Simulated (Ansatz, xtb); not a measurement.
## Two isomers of CH4BClSi

We compare I, `B/C=[SiH]/Cl`, a singlet, with II, `[SiH2]=CBCl`, a singlet. Both are isolated molecules in the gas phase, relaxed with B3LYP/6-31G*; the shapes shown needn't be the lowest conformers.

I (Å):

```xyz
8

C     0.2545   -0.3945   -0.0645
B    -1.0270   -1.1204   -0.4169
Cl    2.7025    1.4729   -1.4441
Si    0.9642    0.3725   -1.4284
H     0.3994    0.3345   -2.7875
H    -1.4402   -1.1170   -1.5459
H    -1.6564   -1.7116    0.4132
H     0.6850   -0.3560    0.9324
```

II (Å):

```xyz
8

C     0.0961   -1.6853   -0.6968
B     0.1425   -0.3620    0.0378
Cl   -0.8841    1.0102   -0.4567
Si    1.1202   -2.9619   -0.1497
H     1.1823   -4.3087   -0.7654
H     2.0286   -2.7929    1.0034
H    -0.5643   -1.8380   -1.5490
H     0.8541   -0.1590    0.9748
```

Energies in hartree; the thermal terms are from B3LYP/6-31G* harmonic frequencies (ideal gas, rigid rotor, one conformer each, 298.15 K, 1 atm) and include the zero-point energy:

```
                               I           II
E, CCSD(T)/def2-TZVP  −813.984428  −813.984367
   zero-point energy     0.047083     0.046376
        H(298 K) − E     0.053823     0.052998
        G(298 K) − E     0.017711     0.016987
```

Problem. Work out ΔE, ΔE₀, ΔH and ΔG for I → II in kcal/mol (1 Eh = 627.51 kcal/mol) and the equilibrium ratio [II]/[I].

Solution. 1. ΔE = −813.984367 − (−813.984428) = +0.000061 Eh = +0.04 kcal/mol.
2. ΔE₀ = ΔE + ΔZPE = +0.000061 + (−0.000707) Eh = −0.41 kcal/mol.
3. ΔH = ΔE + (−0.000825) Eh = −0.48 kcal/mol.
4. ΔG = ΔE + (−0.000724) Eh = −0.42 kcal/mol, so ΔS = (ΔH − ΔG)/T = −0.9 J/(mol K).
5. kT = 0.9442 mEh, so K = [II]/[I] = exp(−ΔG/kT) = exp(+0.70) ≈ 2.

The two are too close for this level to say which is favoured. An error of 1 kcal/mol in ΔG would change K by a factor of 5.4. Mirror images and further conformers aren't counted.

As drawn, II has 1 B–Cl, 1 Si–H in place of 1 Cl–Si, 1 B–H.

Other levels gave ΔE = +2.6 (GFN2-xTB); −1.9 (HF/STO-3G, GFN2-xTB geometries); −4.2 (r2SCAN-D4/def2-SVP, GFN2-xTB geometries); −2.1 (B3LYP/6-31G*); +0.5 (HF/def2-TZVP); +0.6 (MP2/def2-TZVP) kcal/mol. The correlated steps freeze 12 core orbitals. Programs: Ansatz 0.2.0, xtb 6.7.1.
